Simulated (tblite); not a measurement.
Record of a relaxation.

Compound: C₃H₇F₂GeN.
Numbering: `[NH2:1][CH2:2]/[CH:3]=[C:4](/[F:5])[GeH2:6][F:7]` (hydrogens: H8, H9 on N1; H10, H11 on C2; H12 on C3; H13, H14 on Ge6)

Computed with GFN2-xTB (tblite), gas phase: L-BFGS steps from a force-field or distance-geometry start until the largest atomic force falls under 0.01 eV/Å. 6 of its 95 geometries are shown.

Step 0: E = -660.9848 eV, largest atomic force 1.260 eV/Å
```
atom  x, y, z in Å  |  force x, y, z in eV/Å
N1     -1.355   -0.498   -1.074   -1.014  -0.190  -0.659
C2     -1.243   -0.442    0.370    0.028  -0.209   0.828
C3     -0.516    0.806    0.808    0.216   0.401   0.197
C4      0.777    1.054    0.569   -0.957   0.010   0.448
F5      1.317    2.210    1.025   -0.101  -0.140  -0.119
Ge6     1.935   -0.203   -0.333   -0.167  -0.722  -0.604
F7      3.568    0.456   -0.395   -0.347  -0.207   0.014
H8     -2.020    0.263   -1.365    0.844  -0.921   0.164
H9     -1.808   -1.408   -1.323    0.475   1.013   0.088
H10    -0.687   -1.339    0.748   -0.273   0.529  -0.420
H11    -2.253   -0.468    0.840    0.415   0.076   0.094
H12    -1.102    1.554    1.347    0.161  -0.174  -0.173
H13     1.425   -0.437   -1.765    0.457   0.102   0.341
H14     1.961   -1.548    0.437    0.264   0.432  -0.199
```

Step 19: E = -661.2491 eV, largest atomic force 0.168 eV/Å
```
atom  x, y, z in Å  |  force x, y, z in eV/Å
N1     -1.250   -0.477   -1.005   -0.063  -0.067   0.074
C2     -1.289   -0.429    0.454    0.044   0.074   0.078
C3     -0.609    0.835    0.886    0.146   0.058   0.060
C4      0.663    1.006    0.568    0.126  -0.012  -0.041
F5      1.313    2.140    0.903   -0.102   0.061   0.019
Ge6     1.803   -0.276   -0.407   -0.047  -0.054  -0.008
F7      3.394    0.448   -0.379   -0.035   0.006   0.029
H8     -1.815    0.286   -1.371    0.110   0.012  -0.056
H9     -1.680   -1.336   -1.329    0.034  -0.105  -0.069
H10    -0.703   -1.275    0.829   -0.111  -0.088  -0.032
H11    -2.304   -0.492    0.874    0.034   0.042  -0.027
H12    -1.166    1.601    1.403   -0.040   0.001   0.050
H13     1.594   -0.463   -1.871   -0.041   0.038  -0.072
H14     2.049   -1.568    0.333   -0.056   0.033  -0.006
```

Step 38: E = -661.4743 eV, largest atomic force 0.164 eV/Å
```
atom  x, y, z in Å  |  force x, y, z in eV/Å
N1     -0.902   -0.691   -0.839    0.041  -0.023   0.032
C2     -1.321   -0.405    0.527    0.032   0.039   0.083
C3     -0.593    0.814    1.011    0.004   0.061  -0.055
C4      0.581    1.108    0.473    0.121  -0.048   0.046
F5      1.221    2.243    0.818   -0.020  -0.050   0.062
Ge6     1.596   -0.203   -0.602   -0.129   0.017   0.040
F7      3.270    0.317   -0.387    0.002   0.023   0.018
H8     -1.117    0.112   -1.420   -0.120   0.012  -0.111
H9     -1.417   -1.488   -1.202    0.135   0.010  -0.005
H10    -1.038   -1.273    1.131   -0.069  -0.009   0.104
H11    -2.406   -0.252    0.620    0.032  -0.012   0.009
H12    -1.070    1.446    1.749   -0.006  -0.008  -0.117
H13     1.543   -0.204   -2.095   -0.017   0.026  -0.031
H14     1.652   -1.524    0.103   -0.004  -0.038  -0.074
```

Step 56: E = -661.5341 eV, largest atomic force 0.073 eV/Å
```
atom  x, y, z in Å  |  force x, y, z in eV/Å
N1     -0.856   -0.694   -0.813   -0.024  -0.011  -0.002
C2     -1.333   -0.358    0.524   -0.005   0.009   0.034
C3     -0.609    0.869    0.994    0.026  -0.028   0.026
C4      0.620    1.086    0.556    0.005  -0.006  -0.029
F5      1.297    2.179    0.953   -0.005   0.002   0.008
Ge6     1.560   -0.192   -0.616   -0.030   0.036   0.005
F7      3.263    0.253   -0.397   -0.003   0.013   0.018
H8     -1.237   -0.035   -1.485   -0.007  -0.002  -0.012
H9     -1.158   -1.622   -1.083   -0.026  -0.031  -0.022
H10    -1.088   -1.199    1.183   -0.007   0.017   0.028
H11    -2.420   -0.207    0.565    0.001   0.035  -0.019
H12    -1.109    1.535    1.683    0.005  -0.009  -0.022
H13     1.472   -0.031   -2.100    0.016   0.024  -0.014
H14     1.597   -1.585   -0.076    0.054  -0.049   0.001
```

Step 75: E = -661.5417 eV, largest atomic force 0.024 eV/Å
```
atom  x, y, z in Å  |  force x, y, z in eV/Å
N1     -0.862   -0.738   -0.786    0.003  -0.007  -0.012
C2     -1.363   -0.343    0.527    0.002   0.008  -0.009
C3     -0.603    0.862    0.994   -0.006  -0.001   0.005
C4      0.630    1.063    0.560    0.002  -0.004   0.012
F5      1.315    2.148    0.970   -0.001  -0.004   0.002
Ge6     1.579   -0.182   -0.632   -0.014   0.005  -0.004
F7      3.269    0.286   -0.374   -0.001   0.015  -0.018
H8     -1.229   -0.108   -1.492    0.007   0.014  -0.001
H9     -1.170   -1.674   -1.025    0.002  -0.017   0.003
H10    -1.187   -1.172    1.222   -0.005   0.013  -0.006
H11    -2.441   -0.133    0.522    0.002   0.005   0.000
H12    -1.091    1.539    1.680    0.003  -0.004   0.006
H13     1.484    0.054   -2.108   -0.004  -0.006   0.008
H14     1.667   -1.603   -0.173    0.008  -0.018   0.014
```

Step 94: E = -661.5443 eV, largest atomic force 0.009 eV/Å
```
atom  x, y, z in Å  |  force x, y, z in eV/Å
N1     -0.848   -0.761   -0.770   -0.001   0.004   0.001
C2     -1.384   -0.326    0.516   -0.001   0.003  -0.002
C3     -0.602    0.856    1.003    0.001  -0.002   0.000
C4      0.637    1.045    0.581    0.001   0.005  -0.002
F5      1.337    2.107    1.024   -0.002   0.002   0.000
Ge6     1.581   -0.180   -0.637   -0.002   0.004  -0.004
F7      3.263    0.348   -0.446   -0.001  -0.003  -0.001
H8     -1.185   -0.144   -1.503   -0.004   0.000  -0.001
H9     -1.159   -1.700   -0.995    0.004  -0.001   0.003
H10    -1.271   -1.147    1.231   -0.001  -0.001  -0.002
H11    -2.451   -0.073    0.463   -0.007   0.001   0.000
H12    -1.080    1.526    1.703    0.005  -0.006   0.003
H13     1.437    0.042   -2.111    0.006  -0.005   0.005
H14     1.726   -1.594   -0.169    0.003  -0.002  -0.001
```

Task: Summarise the path.

Result: The energy falls by 0.5595 eV from step 0 to step 94; nine tenths of that is first reached at step 42. It rises by more than 0.2 meV at step 32. The largest force goes from 1.260 to 0.009 eV/Å. Among the bonds Ge6–H14 changes most, from 1.550 to 1.496 Å; the atoms move by 0.549 Å rms after alignment.

Task: Follow the three bonds and two angles with the largest change from start to end.

Result: 
| step | E above end (eV) | largest force (eV/Å) | Ge6–H14 (Å) | Ge6–H13 (Å) | N1–H8 (Å) | F7–Ge6–H13 (°) | F7–Ge6–H14 (°) |
| --- | --- | --- | --- | --- | --- | --- | --- |
| 0 | 0.5595 | 1.260 | 1.550 | 1.538 | 1.052 | 109.3 | 109.0 |
| 4 | 0.4017 | 0.434 | 1.496 | 1.473 | 1.014 | 107.6 | 106.2 |
| 8 | 0.3442 | 0.304 | 1.502 | 1.493 | 1.016 | 103.0 | 101.2 |
| 12 | 0.3243 | 0.206 | 1.508 | 1.494 | 1.017 | 101.7 | 100.3 |
| 16 | 0.3081 | 0.192 | 1.511 | 1.496 | 1.016 | 101.3 | 101.0 |
| 20 | 0.2907 | 0.218 | 1.505 | 1.488 | 1.018 | 101.2 | 101.5 |
| 25 | 0.2514 | 0.314 | 1.508 | 1.497 | 1.017 | 102.3 | 103.0 |
| 29 | 0.1999 | 0.336 | 1.514 | 1.501 | 1.020 | 102.4 | 103.1 |
| 33 | 0.1199 | 0.366 | 1.492 | 1.489 | 1.018 | 99.8 | 101.4 |
| 37 | 0.0749 | 0.208 | 1.501 | 1.495 | 1.016 | 99.1 | 99.7 |
| 41 | 0.0586 | 0.189 | 1.497 | 1.500 | 1.017 | 98.3 | 99.2 |
| 45 | 0.0359 | 0.251 | 1.500 | 1.494 | 1.018 | 97.9 | 98.1 |
| 49 | 0.0173 | 0.117 | 1.494 | 1.497 | 1.016 | 98.4 | 99.4 |
| 53 | 0.0121 | 0.088 | 1.502 | 1.498 | 1.014 | 98.4 | 99.0 |
| 57 | 0.0096 | 0.080 | 1.494 | 1.496 | 1.016 | 98.8 | 99.6 |
| 61 | 0.0072 | 0.072 | 1.501 | 1.496 | 1.015 | 98.8 | 98.8 |
| 65 | 0.0049 | 0.053 | 1.498 | 1.496 | 1.015 | 99.1 | 98.7 |
| 69 | 0.0035 | 0.050 | 1.498 | 1.498 | 1.016 | 99.4 | 98.6 |
| 74 | 0.0027 | 0.029 | 1.495 | 1.497 | 1.015 | 99.4 | 98.6 |
| 78 | 0.0023 | 0.026 | 1.498 | 1.498 | 1.016 | 99.1 | 98.7 |
| 82 | 0.0017 | 0.030 | 1.496 | 1.497 | 1.015 | 98.6 | 99.3 |
| 86 | 0.0009 | 0.047 | 1.498 | 1.497 | 1.015 | 98.4 | 99.4 |
| 90 | 0.0001 | 0.016 | 1.496 | 1.497 | 1.015 | 98.6 | 98.9 |
| 94 | 0.0000 | 0.009 | 1.496 | 1.498 | 1.015 | 98.8 | 99.0 |

The cost below is that of the whole relaxation. The run took 0.89 s wall on one thread of an Arm Neoverse N1, no GPU, shared host.
